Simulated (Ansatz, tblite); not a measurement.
Isomers of Al6N6 (singlet), found by a short tight-binding search and relaxed with PBE-D4/def2-SVP in Ansatz.

The xTB rows come from tblite.

B: The restricted singlet is unstable towards broken spin symmetry in Hartree–Fock (as tested in another run); at PBE-D4/def2-TZVP, r2SCAN-D4/def2-TZVP, PBE0-D4/def2-TZVP this wasn't settled.

Other spin states weren't relaxed.

A:

```xyz
12

Al   -0.397    0.065   -2.615
Al   -0.061   -1.037    1.175
Al    1.467    0.342   -0.457
Al    1.277    1.445    1.880
Al    0.455   -2.118   -1.519
Al   -0.953    1.246    0.029
N     1.346   -1.490    0.010
N     0.224    1.387   -1.433
N    -0.113    0.301    2.496
N    -0.620    1.595    1.848
N    -1.225   -1.146   -1.330
N    -1.399   -0.589   -0.085
```

B:

```xyz
12

Al   -1.8740   -0.2421   -0.6054
Al    1.9038    0.4829    0.4968
Al    0.1981    1.8647   -0.6062
Al    0.8170   -1.0056   -1.2194
Al   -0.2029   -1.4712    1.3151
Al   -0.6769    1.1385    1.6817
N     1.4482    0.7237   -1.3545
N    -1.5405    1.4292   -0.0324
N    -0.9393   -1.5968   -1.4526
N     0.9360    1.9033    1.1654
N    -1.5248   -1.9154    0.0589
N     1.4552   -1.3112    0.5526
```

Task: Estimate which lies lowest at each level, and how far above it the others are (kJ/mol).

Result: 
```
              level      A      B
           GFN1-xTB    0.0  144.7
           GFN2-xTB  159.5    0.0
   PBE-D4/def2-TZVP  347.2    0.0
r2SCAN-D4/def2-TZVP  401.6    0.0
  PBE0-D4/def2-TZVP  406.9    0.0
```
Point groups (tolerance 0.1 Å): A Cs, B not assigned. Lower isomers may exist.
